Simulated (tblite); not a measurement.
Level: GFN2-xTB in tblite, geometry and Hessian alike; calculated harmonic values, unscaled, isolated species. Against measured fundamentals such values can be off by several per cent, at times by over 20. Modes of hydrogen on silicon can be 10 to 20 % off. One conformer each. Thermal functions are those of the rigid rotor and harmonic oscillator, without mixing of conformers.

Task: Order these by their zero-point energy, highest first (kcal/mol).
A. `N#C[C@H](F)/C([SiH3])=C\[SiH3]`
B. `CC(F)(F)C#P`
C. `O[C@@H]1C=C[C@H](Cl)[C@H]1[SiH3]`
D. `C=C[C@@H]1O[SiH2]OC1=O`
E. `C[C@H](F)C(F)(F)C(=O)Cl`
F. `ClC(Cl)[C@@H]1COC[Si@H](Cl)O1`

Result: C (76.9), F (68.8), A (61.1), D (58.8), E (48.6), B (33.6).

| SMILES | atoms | mass (u) | symmetry number | modes under 300 cm⁻¹ | ZPE (kcal/mol) | S translation (cal/(mol K)) | S rotation | S vibration | S | Cp |
| --- | --- | --- | --- | --- | --- | --- | --- | --- | --- | --- |
| O[C@@H]1C=C[C@H](Cl)[C@H]1[SiH3] | 17 | 148.01 | 1 | 6 | 76.9 | 43.5 | 31.2 | 45.7 | 120.4 | 54.9 |
| ClC(Cl)[C@@H]1COC[Si@H](Cl)O1 | 17 | 219.93 | 1 | 9 | 68.8 | 44.7 | 33.3 | 57.5 | 135.4 | 59.0 |
| N#C[C@H](F)/C([SiH3])=C\[SiH3] | 16 | 145.02 | 1 | 9 | 61.1 | 43.4 | 31.4 | 56.9 | 131.7 | 57.4 |
| C=C[C@@H]1O[SiH2]OC1=O | 14 | 130.01 | 1 | 5 | 58.8 | 43.1 | 30.0 | 36.7 | 109.8 | 46.8 |
| C[C@H](F)C(F)(F)C(=O)Cl | 13 | 159.99 | 1 | 7 | 48.6 | 43.7 | 31.0 | 45.7 | 120.4 | 46.6 |
| CC(F)(F)C#P | 9 | 107.99 | 1 | 3 | 33.6 | 42.5 | 29.1 | 24.2 | 95.8 | 31.2 |

Entropies and Cp are for 500 K and 1 bar.
